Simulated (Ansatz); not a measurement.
The same path of FH5N2Si (9 atoms, charge 0, multiplicity 1) was run 3 times with different band settings. The coordinate that changes most is the dihedral F4–Si2–N3–H8.

Level of theory: RKS PBE-D4/def2-SVP in Ansatz 0.2.0.

Relaxed end points:

```xyz
9
Properties=species:S:1:pos:R:3
N -0.790 1.091 -0.547
Si 0.366 -0.182 -0.388
N 0.255 -0.755 1.229
F -0.061 -1.240 -1.576
H -1.089 1.386 -1.478
H -0.769 1.878 0.105
H 1.825 0.079 -0.630
H 1.006 -1.316 1.634
H -0.654 -0.987 1.634
```

```xyz
9
Properties=species:S:1:pos:R:3
N -0.788 1.091 -0.547
Si 0.367 -0.182 -0.389
N 0.255 -0.753 1.229
F -0.062 -1.242 -1.574
H -1.088 1.388 -1.478
H -0.769 1.874 0.107
H 1.826 0.079 -0.632
H -0.656 -0.982 1.633
H 1.003 -1.319 1.634
```

Common settings: movable images 5; climbing image yes; start path through a guess of the saddle point; force threshold 0.05 eV/Å; iteration limit 60; end points relaxed.

| run | spring | optimiser |
| --- | --- | --- |
| 1 | 5.0 eV/Å² | quadratic models (default) |
| 2 | 0.1 eV/Å² | quadratic models (default) |
| 3 | 5.0 eV/Å² | lbfgs |

**Question.** What does each run give, and how far can it be trusted?

**Answer.** Run 1: converged after 25 iterations, highest image 0.094 eV above the first end. The profile has 2 maxima (images 1, 4) with wells between them (image 3): this band takes more than one step, which may be the mechanism or a detour left from its start path. A vibrational analysis at the climbing image gives one clearly imaginary mode, 202i cm⁻¹: a first-order saddle point.
Run 2: converged after 25 iterations, highest image 0.094 eV above the first end. The profile has 2 maxima (images 1, 4) with wells between them (image 3): this band takes more than one step, which may be the mechanism or a detour left from its start path. Another band between the same ends (5 images) ends at a top of the same energy, where a vibrational analysis finds 1 clearly imaginary mode.
Run 3: not converged after 60 iterations, highest image 0.239 eV above the first end. The band didn't meet its force threshold, so its energies are provisional: the largest band force was still 0.89 eV/Å, and over the last iterations the top moved between 0.24 and 0.25 eV.
